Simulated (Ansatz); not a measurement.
Consider the redistribution: `[GeH3][GeH2][SiH2][GeH2][GeH3]` + `[SiH3][GeH2][SiH2][GeH2][SiH2][GeH3]` → `[GeH3][SiH2][GeH2][SiH2][GeH2][GeH3]` + `[SiH3][GeH2][SiH2][GeH2][GeH3]`.

Computed with Ansatz on PBE0-D4/def2-TZVP structures; ΔE is electronic, products minus reactants. CBS: MP2 limit from def2 TZ/QZ plus the TZ coupled-cluster correction, frozen cores. DFT in def2-TZVPP. HSE06 is defined as in plane-wave codes. For Ge outer-core shells are correlated without core-valence functions, which leaves a few kJ/mol of doubt a bond. Scalar relativity is left out up to krypton. Each species was taken in one conformer, which may not be the lowest.

```
             level  ΔE (kcal/mol)  difference from CCSD(T)/CBS
       LDA (SPW92)            0.0                          0.0
         r2SCAN-D4            0.0                          0.0
          HSE06-D4            0.0                          0.0
           ωB97X-V            0.0                          0.0
               PBE            0.0                          0.0
            r2SCAN            0.0                          0.0
SCS-MP2/def2-TZVPP           -0.2                         -0.2
CCSD(T)/def2-TZVPP           -0.2                         -0.2
    MP2/def2-QZVPP           -0.1                         -0.1
      HF/CBS(def2)            0.1                          0.1
       CCSD(T)/CBS            0.0                            0
```

Largest T1 diagnostic among the species: 0.013.

Leaving LDA and LC-ωPBE aside and taking each functional with its dispersion term where it has one, the values, not all of them listed here, spread over 0.2 kcal/mol, from PBE-QIDH to BLYP-D4.
